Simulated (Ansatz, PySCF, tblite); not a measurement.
Breaking a bond: Na2 (cation, charge +1), doublet. Each curve is given relative to its own lowest point near equilibrium.

| R / Å | A | B | C | D |
|---|---|---|---|---|
| 2.89 | 27.1 | 19.3 | 20.7 | 6.6 |
| 3.07 | 14.5 | 9.8 | 10.6 | 2.2 |
| 3.27 | 5.7 | 3.6 | 3.9 | 0.7 |
| 3.41 | 2.1 | 1.2 | 1.4 | 0.9 |
| 3.55 | 0.4 | 0.2 | 0.2 | 1.7 |
| 3.65 | 0.0 | 0.0 | 0.0 | 2.2 |
| 3.78 | 0.4 | 0.4 | 0.4 | 1.7 |
| 3.91 | 1.7 | 1.3 | 1.4 | 0.0 |
| 4.02 | 3.3 | 2.3 | 2.6 | 0.3 |
| 4.22 | 7.2 | 4.7 | 5.4 | 3.2 |
| 4.52 | 14.4 | 8.8 | 10.3 | 9.2 |
| 4.92 | 24.9 | 14.1 | 16.9 | 18.0 |
| 5.50 | 39.4 | 19.9 | 24.7 | 30.7 |
| 5.97 | 49.8 | 22.7 | 28.8 | 39.6 |
| 6.65 | 62.2 | 23.9 | 31.5 | 49.2 |
| 7.31 | 71.4 | 23.2 | 31.6 | 54.9 |
| 8.01 | 78.2 | 21.3 | 30.3 | 57.9 |
| 8.97 | 83.8 | 18.2 | 27.6 | 58.6 |
| 9.81 | 86.4 | 15.5 | 25.0 | 57.3 |
| 10.91 | 88.1 | 12.2 | 21.9 | 54.7 |

Energies in kJ/mol.

Q: Match the curves with the methods GFN2-xTB, 300 K electronic temperature run with tblite; CCSD(T) on UHF/6-31G, 2 core orbitals frozen run with PySCF 2.14.0; unrestricted BLYP/6-31G run with PySCF 2.14.0; Ansatz (a program for electronic structure) with unrestricted PBE/6-31G.

A: A is UCCSD(T); B is UKS-BLYP; C is UKS-PBE; D is GFN2-xTB.

At the longest distance UKS-BLYP leaves fractional charges on the fragments, a sign of delocalisation error or of the restricted form.
